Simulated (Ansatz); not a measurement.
Consider the redistribution: `[CH3][InH][Br]` + `[SH][GaH][Cl]` → `[CH3][In]([Cl])[Br]` + `[SH][GaH2]`.

Isolated molecules relaxed with PBE0-D4/def2-TZVP in Ansatz; ΔE leaves out vibrations. CBS: MP2 limit from def2 TZ/QZ plus the TZ coupled-cluster correction, frozen cores. def2 core potentials past Kr. For Br, Ga, In outer-core shells are correlated without core-valence functions, which leaves a few kJ/mol of doubt a bond. Scalar relativity is left out up to krypton. One conformer a species, not always the lowest.

`[CH3][InH][Br]`:

Z-matrix (Å, degrees):
```
C
In 1 2.132
H 1 1.091 2 108.7
H 1 1.089 2 111.9 3 -121.2
H 1 1.091 2 108.6 3 117.5
Br 2 2.499 1 111.4 3 -58.3
H 2 1.709 1 136.6 3 121.7
```

`[SH][GaH][Cl]`:

Z-matrix (Å, degrees):
```
Ga
S 1 2.185
Cl 1 2.139 2 113.8
H 1 1.551 2 126.1 3 -180.0
H 2 1.344 1 93.3 3 180.0
```

`[CH3][In]([Cl])[Br]`:

Cartesian coordinates in Å:
```
C -0.542 -0.791 -0.623
In 0.449 0.686 0.545
Cl -0.582 2.643 1.263
Br 2.793 0.557 1.290
H -0.059 -1.755 -0.471
H -1.590 -0.835 -0.331
H -0.470 -0.506 -1.673
```

`[SH][GaH2]`:

Z-matrix (Å, degrees):
```
Ga
S 1 2.199
H 1 1.559 2 115.2
H 1 1.560 2 118.1 3 -180.0
H 2 1.343 1 95.0 3 180.0
```

```json
{"species": "`[CH3][InH][Br]`", "CCSD(T)/CBS(def2) energy (Eh)": "-2803.63750"}
{"species": "`[SH][GaH][Cl]`", "CCSD(T)/CBS(def2) energy (Eh)": "-2782.78263"}
{"species": "`[CH3][In]([Cl])[Br]`", "CCSD(T)/CBS(def2) energy (Eh)": "-3262.88337"}
{"species": "`[SH][GaH2]`", "CCSD(T)/CBS(def2) energy (Eh)": "-2323.53734"}
```

Question: Work out ΔE.

Answer: ΔE = (-3262.88337) + (-2323.53734) − (-2803.63750) − (-2782.78263) = -0.00058 Eh = -0.4 kcal/mol.

Largest T1 diagnostic among the species: 0.013.

Leaving LDA and LC-ωPBE aside and taking each functional with its dispersion term where it has one, the values, not all of them listed here, spread over 1.0 kcal/mol, from BLYP-D4 to r2SCAN0-D4. LDA lies +1.2 kcal/mol from PBE without D4.
